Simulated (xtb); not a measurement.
HSi (SMILES [SiH]), doublet, from a rough starting geometry; xtb with GFN2-xTB.

Input for xtb:
```
$ xtb mol.xyz --gfn 2 --uhf 1 --opt vtight --json

# file mol.xyz
2

Si     0.03900185    -0.07438249    -0.76002162
H     -0.09661547     0.04958049     0.77942323
```

What the program printed (banner, timings and long lists left out):

```
   ID    Z sym.   atoms
    1   14 Si     1
    2    1 H      2

           -------------------------------------------------
          |                Calculation Setup                |
           -------------------------------------------------

           -------------------------------------------------
          |                 G F N 2 - x T B                 |
           -------------------------------------------------

          ...................................................
          :                      SETUP                      :
          :.................................................:
          :  # basis functions                  11          :
          :  # atomic orbitals                  10          :
          :  # shells                            4          :
          :  # electrons                         5          :
          :  max. iterations                   250          :
          :  Hamiltonian                  GFN2-xTB          :
          :  restarted?                      false          :
          :  GBSA solvation                  false          :
          :  PC potential                    false          :
          :  electronic temp.          300.0000000     K    :
          :  accuracy                    1.0000000          :
          :  -> integral cutoff          0.2500000E+02      :
          :  -> integral neglect         0.1000000E-07      :
          :  -> SCF convergence          0.1000000E-05 Eh   :
          :  -> wf. convergence          0.1000000E-03 e    :
          :  Broyden damping             0.4000000          :
          :  net charge                          0          :
          :  unpaired electrons                  1          :
          ...................................................

 iter      E             dE          RMSdq      gap      omega  full diag
   1     -2.1164641 -0.211646E+01  0.130E+01    0.00       0.0  T
   2     -2.1171091 -0.645029E-03  0.834E+00    0.00       1.0  T
   3     -2.1175566 -0.447492E-03  0.211E+00    0.00       1.0  T
   4     -2.1173947  0.161924E-03  0.277E+00    0.00       1.0  T
   5     -2.1178432 -0.448542E-03  0.822E-01    0.00       1.0  T
   6     -2.1179024 -0.592389E-04  0.227E-01    0.00       1.0  T
   7     -2.1179075 -0.506699E-05  0.221E-02    0.00       3.2  T
   8     -2.1179075 -0.983439E-08  0.916E-03    0.00       7.7  T
   9     -2.1179075 -0.386168E-08  0.251E-03    0.00      28.2  T
[...]
         :: total energy              -2.113462380562 Eh    ::
 * total energy  :    -2.1134624 Eh     change        0.0000000E+00 Eh
 * total energy  :    -2.1136396 Eh     change       -0.1772298E-03 Eh
 * total energy  :    -2.1136802 Eh     change       -0.4055324E-04 Eh
 * total energy  :    -2.1136808 Eh     change       -0.6387413E-06 Eh
 * total energy  :    -2.1136811 Eh     change       -0.3412187E-06 Eh
 * total energy  :    -2.1136811 Eh     change       -0.2950395E-10 Eh
   *** GEOMETRY OPTIMIZATION CONVERGED AFTER 6 ITERATIONS ***
         :: total energy              -2.113681143603 Eh    ::
[...]
         4        0.5000           -0.2158707              -5.8741 (LUMO)
         5                         -0.1153249              -3.1381
         6                         -0.0235109              -0.6398
         7                         -0.0235109              -0.6398
         8                         -0.0131184              -0.3570
         9                         -0.0131184              -0.3570
        10                          0.5721814              15.5698
      -------------------------------------------------------------
                  HL-Gap            0.0000000 Eh            0.0000 eV
             Fermi-level           -0.2413540 Eh           -6.5676 eV

     #   Z          covCN         q      C6AA      α(0)
     1  14 Si       0.899     0.165   236.707    33.433
     2   1 H        0.899    -0.165     8.526     4.569

 Mol. C6AA /au·bohr⁶  :        331.045376
 Mol. C8AA /au·bohr⁸  :      19557.211211
 Mol. α(0) /au        :         38.001553

Wiberg/Mayer (AO) data.
largest (>0.10) Wiberg bond orders for each atom

 ---------------------------------------------------------------------------
     #   Z sym  total        # sym  WBO       # sym  WBO       # sym  WBO
 ---------------------------------------------------------------------------
     1  14 Si   0.973 --     2 H    0.973
     2   1 H    0.973 --     1 Si   0.973
 ---------------------------------------------------------------------------

Topologies differ in total number of bonds
Writing topology from bond orders to xtbtopo.mol

molecular dipole:
                 x           y           z       tot (Debye)
 q only:        0.041      -0.038      -0.470
   full:       -0.010       0.009       0.115       0.294
molecular quadrupole (traceless):
                xx          xy          yy          xz          yz          zz
 q only:        0.003       0.002       0.013       0.039       0.015      -0.016
  q+dip:        0.268       0.005       0.266       0.062      -0.069      -0.534
   full:        1.099       0.023       1.101       0.284      -0.272      -2.199

optimized geometry written to: xtbopt.xyz

           -------------------------------------------------
          | TOTAL ENERGY               -2.113681143603 Eh   |
          | GRADIENT NORM               0.000000034390 Eh/α |
          | HOMO-LUMO GAP               0.000000005440 eV   |
           -------------------------------------------------

normal termination of xtb
```
